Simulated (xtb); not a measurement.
C3HBrClF, SMILES C(=C(Br)Cl)=CF. All values are semi-empirical tight-binding results from xtb (GFN2-xTB unless named), good for trends rather than for accurate numbers. The structure is a stationary point at GFN2-xTB. This is a generated structure with no PubChem entry under its InChIKey; it may be hypothetical.

```yaml
orbital_gap: 4.00 eV
zero_point_energy: 17.9 kcal/mol
G − E(el) at 298.15 K (modified RRHO): -2.9 kcal/mol
static polarisability (D4 model): 69.0 bohr³
solvation energy, GFN2-xTB/ALPB(water): -1.5 kcal/mol
solvation energy, GFN2-xTB/ALPB(octanol): -5.0 kcal/mol
```
